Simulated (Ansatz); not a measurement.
`C=C[CH2][InH][F]` → `C=[CH][In]([CH3])[F]`  (isomerisation)

Gas-phase electronic energies from Ansatz, PBE0-D4/def2-TZVP geometries. CCSD(T)/CBS adds triple-zeta CCSD(T) − MP2 to the extrapolated MP2 energy (def2 sets, frozen cores). Functionals use def2-TZVPP. def2 core potentials past Kr. For In outer-core shells are correlated without core-valence functions, which leaves a few kJ/mol of doubt a bond. One conformer a species, not always the lowest.

```json
{"level": "LDA (SPW92)", "ΔE (kJ/mol)": "-7.2", "difference from CCSD(T)/CBS": "18.2"}
{"level": "PBE0-D4", "ΔE (kJ/mol)": "-15.1", "difference from CCSD(T)/CBS": "10.3"}
{"level": "r2SCAN0-D4", "ΔE (kJ/mol)": "-17.0", "difference from CCSD(T)/CBS": "8.4"}
{"level": "BHLYP-D4", "ΔE (kJ/mol)": "-18.7", "difference from CCSD(T)/CBS": "6.7"}
{"level": "CAM-B3LYP-D4", "ΔE (kJ/mol)": "-18.4", "difference from CCSD(T)/CBS": "7.0"}
{"level": "B2PLYP", "ΔE (kJ/mol)": "-23.9", "difference from CCSD(T)/CBS": "1.5"}
{"level": "PBE", "ΔE (kJ/mol)": "-16.3", "difference from CCSD(T)/CBS": "9.1"}
{"level": "r2SCAN", "ΔE (kJ/mol)": "-17.2", "difference from CCSD(T)/CBS": "8.2"}
{"level": "PBE0", "ΔE (kJ/mol)": "-16.7", "difference from CCSD(T)/CBS": "8.7"}
{"level": "r2SCAN0", "ΔE (kJ/mol)": "-17.6", "difference from CCSD(T)/CBS": "7.8"}
{"level": "RPA@PBE/def2-TZVPP", "ΔE (kJ/mol)": "-26.6", "difference from CCSD(T)/CBS": "-1.2"}
{"level": "MP2/def2-SVP", "ΔE (kJ/mol)": "-16.6", "difference from CCSD(T)/CBS": "8.8"}
{"level": "CCSD(T)/def2-SVP", "ΔE (kJ/mol)": "-15.6", "difference from CCSD(T)/CBS": "9.8"}
{"level": "MP2/def2-TZVPP", "ΔE (kJ/mol)": "-28.5", "difference from CCSD(T)/CBS": "-3.1"}
{"level": "SCS-MP2/def2-TZVPP", "ΔE (kJ/mol)": "-27.3", "difference from CCSD(T)/CBS": "-1.9"}
{"level": "MP2/CBS(def2)", "ΔE (kJ/mol)": "-27.6", "difference from CCSD(T)/CBS": "-2.2"}
{"level": "CCSD(T)/CBS", "ΔE (kJ/mol)": "-25.4", "difference from CCSD(T)/CBS": "0"}
```

Largest T1 diagnostic among the species: 0.014.

In def2-TZVPP, CCSD(T) changes the Hartree–Fock value by −6.2 kJ/mol (the triples alone add −0.6 kJ/mol) and MP2 by −8.5 kJ/mol. At CCSD(T), def2-SVP lies +9.8 kJ/mol from the extrapolated value and def2-TZVPP −0.9 kJ/mol.

CCSD(T)/CBS has its own doubt, a few kJ/mol and more with outer-core shells, so smaller differences from it don't rank the levels.
